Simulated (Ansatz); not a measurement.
Calculated with Ansatz (gas phase, PBE0-D4/def2-TZVP geometries, no zero-point term in ΔE). CCSD(T)/CBS adds triple-zeta CCSD(T) − MP2 to the extrapolated MP2 energy (def2 sets, frozen cores). This one scheme is used for every species. DFT in def2-TZVPP. def2 core potentials past Kr. For Sn outer-core shells are correlated without core-valence functions, which leaves a few kJ/mol of doubt a bond. One conformer a species, not always the lowest.

Reaction (ligand exchange at the Sn–O bond): `[CH3][SnH]([OH])[F]` + CH₃SH → `C[S][SnH]([CH3])[F]` + H₂O

```tsv
level	ΔE (kJ/mol)
BLYP-D4	-33.4
PBE-QIDH	-37.8
PBE0	-36.2
r2SCAN0	-36.0
HF/def2-SVP	-31.4
MP2/def2-TZVPP	-38.4
CCSD(T)/def2-TZVPP	-33.3
MP2/def2-QZVPP	-41.1
```

Problem. What does CCSD(T)/CBS give? (Best estimate.)

Solution. Ansatz gave: -38.6 kJ/mol. The listed levels differ from it by 5.2, 0.8, 2.4, 2.6, 7.2, 0.2, 5.3, -2.5 kJ/mol.

Largest T1 diagnostic among the species: 0.013.

At CCSD(T), def2-SVP lies +7.8 kJ/mol from the extrapolated value and def2-TZVPP +5.3 kJ/mol. From r2SCAN to r2SCAN0 (25 % exact exchange), in def2-TZVPP and without D4, ΔE moves by −3.2 kJ/mol. In def2-TZVPP, CCSD(T) changes the Hartree–Fock value by −10.4 kJ/mol (the triples alone add −2.1 kJ/mol) and MP2 by −15.5 kJ/mol.
